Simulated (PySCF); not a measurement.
**Atomic charges by several schemes**

C5H2F3O2 (charge -1).
Cartesian coordinates in Å at the GFN2-xTB level; atoms count from 1:
```xyz
12
C5H2F3O2 angstrom
O      3.558    0.244   -1.160
C      3.008    0.719   -0.163
O      3.421    1.440    0.742
C      1.534    0.285   -0.074
C      0.442   -0.214   -0.158
C     -0.887   -0.817   -0.254
C     -1.953    0.062    0.363
F     -2.085    1.256   -0.232
F     -1.780    0.295    1.671
F     -3.185   -0.518    0.268
H     -1.162   -0.975   -1.302
H     -0.910   -1.776    0.273
```

Density: PBE0/pcSseg-1 (PySCF); schemes: Mulliken, IAO, Hirshfeld and ESP-fitted. Isolated species at its GFN2-xTB geometry, gas phase. The pcSseg-1 basis has no diffuse functions, a weakness for an anion.

Question: Which atoms carry the highest charge in the Mulliken, IAO, Hirshfeld and ESP-fitted schemes?

Answer: The schemes don't all agree: Mulliken C7 (+0.763); IAO C7 (+0.812); Hirshfeld C7 (+0.258); ESP-fitted C2 (+0.854).

Question: For which atoms does the sign change between the 4 schemes (beyond +0.03 e in one, beyond −0.03 e in another)?

Answer: For none.

Question: Which atoms carry the lowest charge in the Mulliken, IAO, Hirshfeld and ESP-fitted schemes?

Answer: All schemes pick atoms of one kind: Mulliken O3 (-0.545); IAO O3 (-0.617); Hirshfeld O3 (-0.422); ESP-fitted O1 (-0.722).

Question: What partial charge does each atom carry?

Answer: In e:

```
atom              environment  Mulliken     IAO  Hirshfeld  ESP-fitted
  O1       carboxylate oxygen    -0.538  -0.615     -0.416      -0.722
  C2       carboxylate carbon    +0.355  +0.515     +0.109      +0.854
  O3       carboxylate oxygen    -0.545  -0.617     -0.422      -0.721
  C4            alkyne carbon    -0.196  -0.076     -0.081      -0.309
  C5            alkyne carbon    -0.081  -0.174     -0.134      +0.008
  C6       propargylic carbon    -0.223  -0.306     -0.085      -0.491
  C7               CF3 carbon    +0.763  +0.812     +0.258      +0.617
  F8  fluorine of a CF3 group    -0.268  -0.282     -0.101      -0.189
  F9  fluorine of a CF3 group    -0.267  -0.281     -0.101      -0.193
 F10  fluorine of a CF3 group    -0.307  -0.317     -0.131      -0.252
 H11       methylene hydrogen    +0.153  +0.169     +0.051      +0.198
 H12       methylene hydrogen    +0.154  +0.172     +0.053      +0.200
```

Mean size of the charges over all atoms: ESP-fitted 0.396 e, IAO 0.361 e, Mulliken 0.321 e, Hirshfeld 0.162 e. Each set sums to the total charge, -1, to within 0.001 e. The ESP scheme is a least-squares fit of atom-centred charges to the potential on four shells outside the van der Waals surface, with the total charge fixed.

Question: How closely do the schemes follow one another over all atoms?

Answer: Correlation coefficient and root-mean-square difference: Mulliken with IAO 0.99, 0.076 e; IAO with ESP-fitted 0.94, 0.163 e; IAO with Hirshfeld 0.94, 0.246 e; Mulliken with Hirshfeld 0.93, 0.202 e; Mulliken with ESP-fitted 0.92, 0.193 e; Hirshfeld with ESP-fitted 0.89, 0.313 e.

Question: How many electrons does the IAO scheme count on F10?

Answer: Z − q = 9 − (-0.317) ≈ 9.316.

Question: Sum the charges by element.

Answer: 
| element | atoms | Mulliken | IAO | Hirshfeld | ESP-fitted |
| --- | --- | --- | --- | --- | --- |
| O | 2 | -1.083 | -1.232 | -0.838 | -1.444 |
| C | 5 | +0.619 | +0.771 | +0.068 | +0.679 |
| F | 3 | -0.843 | -0.880 | -0.334 | -0.633 |
| H | 2 | +0.307 | +0.341 | +0.104 | +0.398 |
